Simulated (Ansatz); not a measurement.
Geometry optimisation, RKS r2SCAN-D4/def2-TZVP in Ansatz.

Input:

```yaml
crystal:
  periodic: [false, false, false]
  atoms:
    - { symbol: C, position_ang: [-0.0136, -0.7793, -0.2234] }
    - { symbol: As, position_ang: [0.7436, 0.8114, 0.6704] }
    - { symbol: H, position_ang: [-0.2983, -1.5308, 0.4943] }
    - { symbol: H, position_ang: [2.08519, 0.15892, 0.96163] }
    - { symbol: H, position_ang: [-1.011, -0.4364, -0.7363] }
    - { symbol: H, position_ang: [-0.6142, 1.2344, 1.325] }
    - { symbol: H, position_ang: [0.5432, 1.7398, -0.5658] }
basis:
  gaussian: { orbitals: def2-TZVP }
hamiltonian:
  xc: r2scan
  dispersion: d4
relax:
  f_tol: 0.02
  max_steps: 50
```

Launched with:

```bash
$ ansatz run input.yaml --threads 2 --pin off --max-ram 3072MiB --backend cpu --events-out ev --progress --plain --runs-dir out
```

Where does it end, and by what steps?

It converged. After 8 steps the energy has fallen by 2.318 eV; H6 moved furthest, 0.64 Å.

```
step  energy less start (eV)  largest force component (eV/Å)  accepted
   0                  0.0000                           3.311       yes
   1                 -1.3806                           2.281       yes
   2                 -1.9866                           1.599       yes
   3                 -2.2311                           0.379       yes
   4                 -2.2981                           0.274       yes
   5                 -2.3062                           0.288       yes
   6                 -2.3160                           0.047       yes
   7                 -2.3171                           0.097       yes
   8                 -2.3176                           0.008       yes
```

```xyz
7
Properties=species:S:1:pos:R:3
C -0.125 -0.853 -0.331
As 0.461 0.657 0.495
H -0.214 -1.671 0.385
H 1.810 0.433 1.117
H -1.056 -0.661 -0.864
H -0.143 1.542 1.628
H 0.702 1.752 -0.504
```

The run took 7.8 s on 2 threads of AMD EPYC 9R45 (Zen 5) (shared host), peak memory 0.2 GiB.
